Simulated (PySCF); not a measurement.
# Ionisation energy of Sc⁺ by level of theory

Sc⁺ [Ar] 3d1 4s1 (3D) → Sc²⁺ [Ar] 3d1 (2D), as a difference of total energies. All numbers are calculated (PySCF 2.14, the spin-free X2C one-electron Hamiltonian (Gaussian nucleus), in aug-cc-pwCVTZ-DK). Correlated levels: valence: [Ar] frozen; valence and next inner shell: [Ne] frozen; nothing frozen. The calculations carry no spin-orbit coupling.

```tsv
method	ionisation energy (eV)
UHF	12.220
LDA	13.282
PBE	13.123
PBE0	12.946
wB97M-V	12.738
MN15	12.578
revPBE	13.012
MP2 (valence)	12.316
MP2 (valence and next inner shell)	12.782
MP2 (all electrons)	12.789
SCS-MP2 (all electrons)	12.647
```

Estimate what SCS-MP2 (valence) gives.

12.252 eV, closest to UHF among the rows shown.

Estimate what SCS-MP2 (valence and next inner shell) gives.

12.642 eV, closest to SCS-MP2 (all electrons) among the rows shown.

Errors of the correlated levels include the incompleteness of this basis and the frozen core.

For comparison: 12.800 eV (measured; NIST Atomic Spectra Database, ionization energies).
